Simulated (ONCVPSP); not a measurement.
Transferability test, ONCV potential for bromine (Br)

ONCVPSP 4.0.1 input, shortened (lines: element, Z, core and valence counts, functional; n l f; lmax; l rc ep ncon nbas qcut; lloc lpopt rc5 dvloc0; l nproj debl; icmod fcfact rcfact), PBEsol, non-relativistic:

```
  Br 35.00    5    3  -116133      upf
    1    0    2.00
    2    0    2.00
    2    1    6.00
    3    0    2.00
    3    1    6.00
    3    2   10.00
    4    0    2.00
    4    1    4.75
    3
    0    1.60    0.00    4    8    4.20
    1    1.70    0.00    4    8    4.80
    2    0.80    0.00    3    8   24.00
    3    1.65    0.17    4    7    5.80
    4    5    0.70    0.00
    0    1    1.30
    1    2    3.90
    2    2    0.50
    3    3    1.90
    0    0.00    0.00
```

In the d channel the program set the typed energies aside and used -2.608, 0.250 Ha.

Energies are relative to the spin-unpolarised reference configuration 3d10 4s2 4p4.75; without spin polarisation the order of configurations can differ from experiment.

```csv
valence configuration,charge,ΔE all-electron (eV),error AE − PS (meV)
3d10 4s2 4p5,0,-2.255,0.0
3d10 4s2 4p3,+2,33.091,+4.1
3d10 4s1 4p5,+1,22.525,-0.3
```

**Question.** What are ΔE and the potential's error for 3d10 4s2 4p4?

**Answer.** ΔE = 10.325 eV all-electron; the error (AE − PS) is +0.5 meV.

Levels in the configuration 3d10 4s2 4p4:

| level | all-electron (eV) | pseudo (eV) |
| --- | --- | --- |
| 3d | -79.516 | -79.447 |
| 4s | -29.618 | -29.615 |
| 4p | -17.485 | -17.484 |

Note: ghosts flagged at negative energy: s at -310.4 eV; GHOST(+) flagged for p at 107.5 eV. A true bound ghost makes a file unfit for plane-wave use.
